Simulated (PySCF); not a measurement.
Gas-phase reaction: MoOF4 + F2 = MoF6 + O

Computed with PySCF and rigid-rotor harmonic-oscillator thermochemistry at 1 bar. † marks an energy on the PBE0/def2-TZVP geometry and frequencies. Open shells (unrestricted): O (multiplicity 3); the rest are closed-shell singlets. Spin-orbit splitting is ignored; it lowers the true energy and changes the entropy of O. Mo: scalar-relativistic def2 core potential, no spin-orbit coupling.

ωB97M-V/def2-TZVP† gives ΔH°(298 K) = -25 kJ.

What do ωB97X-V/def2-TZVP†, r2SCAN/def2-TZVP†, PBE0/def2-SVP† give?

ωB97X-V/def2-TZVP†: -24 kJ; r2SCAN/def2-TZVP†: -50 kJ; PBE0/def2-SVP†: -48 kJ. For scale, ΔH°(298 K) is -25 kJ at this level, -24 kJ at ωB97X-V/def2-TZVP†, and runs from -242 to 149 kJ over the 17 levels computed.
